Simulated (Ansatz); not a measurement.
The cluster K₄, relaxed as a singlet with RKS B3LYP/def2-TZVP in Ansatz, starting from the GFN1-xTB geometry. Force threshold 0.02 eV/Å.

The restricted singlet is unstable towards broken spin symmetry in Hartree–Fock (as tested in another run); at B3LYP/def2-TZVP this wasn't settled. The structure comes from a short search, and lower isomers may exist.

Start:

```
atom   x (Å)   y (Å)   z (Å)
  K1   0.160  -3.690  -1.454
  K2   1.340  -0.422   1.108
  K3  -1.297   0.405  -1.075
  K4  -0.202   3.707   1.421
```

| step | energy (eV) | largest force component (eV/Å) | SCF passes |
| --- | --- | --- | --- |
| 1 | -65300.2826 | 0.349 | 14 |
| 2 | -65300.3021 | 0.296 | 20 |
| 3 | -65300.3598 | 0.052 | 19 |
| 4 | -65300.3607 | 0.034 | 21 |
| 5 | -65300.3622 | 0.001 | 22 |

Force components are those of the run's own axes.

End:

```xyz
4

K     0.183   -3.736   -1.452
K     1.497   -0.468    1.240
K    -1.498    0.467   -1.242
K    -0.182    3.737    1.454
```

By distances, no bond broke or formed. The bond that changes most is K2–K3, from 3.52 to 4.00 Å (atoms count from 1).

No frequencies were taken in this run, so the end may be a saddle point.

It took 13 s on 4 threads of Arm Neoverse V1 on a shared host.
